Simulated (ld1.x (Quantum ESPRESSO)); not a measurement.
## Transferability test, RRKJ potential for Cr (Z = 24)

* Element: Cr (Z = 24)
* Generator: ld1.x (Quantum ESPRESSO) 7.5
* Type: norm-conserving RRKJ (Kleinman–Bylander form)
* Functional: PBE
* Relativity: scalar-relativistic
* Frozen core: [Ne]
* Valence charge: 14
* Reference configuration: 3s2 3p6 3d5 4s1 4p0
* Partial waves: 3s (bound): rc 1.15 bohr; 3p (bound): rc 1.60 bohr; 3d (bound): rc 1.75 bohr
* Local potential: the d channel
* Core correction: none

Occupied shells without a wave of their own: 4s. They enter only through the test configuration that unscreens the potential.

Energies are relative to the spin-unpolarised reference configuration 3s2 3p6 3d5 4s1 4p0; without spin polarisation the order of configurations can differ from experiment.

Give the all-electron excitation energy and the error of the potential for: 3s2 3p6 3d5 4s0 4p0; 3s2 3p6 3d4 4s0 4p0; 3s2 3p6 3d3 4s0 4p0; 3s2 3p5 3d5 4s1 4p0; 3s2 3p6 3d2 4s0 4p0; 3s2 3p6 3d4 4s1 4p0; 3s1 3p6 3d5 4s1 4p0.

```json
{"valence configuration": "3s2 3p6 3d5 4s0 4p0", "charge": "+1", "ΔE all-electron (eV)": "6.901", "error AE − PS (meV)": "+222"}
{"valence configuration": "3s2 3p6 3d4 4s0 4p0", "charge": "+2", "ΔE all-electron (eV)": "22.953", "error AE − PS (meV)": "+281"}
{"valence configuration": "3s2 3p6 3d3 4s0 4p0", "charge": "+3", "ΔE all-electron (eV)": "53.702", "error AE − PS (meV)": "+352"}
{"valence configuration": "3s2 3p5 3d5 4s1 4p0", "charge": "+1", "ΔE all-electron (eV)": "51.513", "error AE − PS (meV)": "-92"}
{"valence configuration": "3s2 3p6 3d2 4s0 4p0", "charge": "+4", "ΔE all-electron (eV)": "102.062", "error AE − PS (meV)": "+710"}
{"valence configuration": "3s2 3p6 3d4 4s1 4p0", "charge": "+1", "ΔE all-electron (eV)": "7.987", "error AE − PS (meV)": "+12"}
{"valence configuration": "3s1 3p6 3d5 4s1 4p0", "charge": "+1", "ΔE all-electron (eV)": "80.250", "error AE − PS (meV)": "-165"}
```

Levels in the configuration 3s2 3p6 3d2 4s0 4p0:

```csv
level,all-electron (eV),pseudo (eV)
3s,-132.784,-132.642
3p,-103.470,-103.299
3d,-57.999,-57.343
```

The 4s level has no wave, so the channel is fitted at the deeper level alone: the likely source of the large errors.
